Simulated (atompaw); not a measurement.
# What one change does to a pseudopotential (Mo, PAW (atompaw))

- Element: molybdenum
- Generator: atompaw 4.2.0.5
- Type: PAW
- Functional: PBE
- Relativity: scalar-relativistic
- Frozen core: [Ar] 3d10 4s2
- Valence charge: 12
- Reference configuration: 4p6 4d4 5s2 5p0
- Partial waves: 5s (bound): rc 2.85 bohr; 5s channel at 1.7 Ry: rc 2.85 bohr; 4p (bound): rc 1.85 bohr; 5p (bound, empty): rc 2.85 bohr; 4d (bound): rc 2.85 bohr; 4d channel at 0.65 Ry: rc 2.85 bohr
- Local potential: troulliermartins scheme with l = 3 at 0 Ry, radius 2.85 bohr
- Core correction: smooth core density matched at 2.70 bohr
- Augmentation charge: sinc compensation charge, radius 2.75 bohr; PAW radius 2.85 bohr; waves and projectors: modrrkj vanderbiltortho

Change: local potential bessel scheme, radius 2.85 bohr.

Cutoffs: the cutoffs (Ry, on a coarse ladder) from which the occupation-weighted sum of valence levels, in a spherical-Bessel basis at the reference potential, stays within 10 and 1 mRy of its value at 400 Ry; they do not see the model core or the augmentation charge, which bear on the density cutoff.

**Question.** What does the change do?

**Answer.** The potential gets neither clearly harder nor softer (21 Ry and 40 Ry → 21 Ry and 40 Ry); the bound ghost in s disappears; the range in which the p phases agree widens (upper end 0.6 → 3.0). A state that the projectors do not describe sees the local part alone, so a deeper or shallower local part can create or remove a ghost.

```csv
quantity,base,changed
"cutoff, loose",21 Ry,21 Ry
"cutoff, tight",40 Ry,40 Ry
bound ghosts,s,none
s: phases at 2.85 bohr within 0.05 rad from the reference energy up to (Ry; the scan ends near 5),-0.3,-0.3
p: phases at 2.85 bohr within 0.05 rad from the reference energy up to (Ry; the scan ends near 5),0.6,3.0
d: phases at 2.85 bohr within 0.05 rad from the reference energy up to (Ry; the scan ends near 5),-0.4,-0.4
lowest overlap eigenvalue by channel,"s 0.02, p 1.00, d 1.00","s 0.12, p 1.00, d 1.00"
```

 A true bound ghost makes a file unfit for plane-wave use even where its test errors are small: the radial tests pick states by their node count and pass the ghost by. The cutoffs see the waves, projectors and local potential, not the compensation charge or the core.
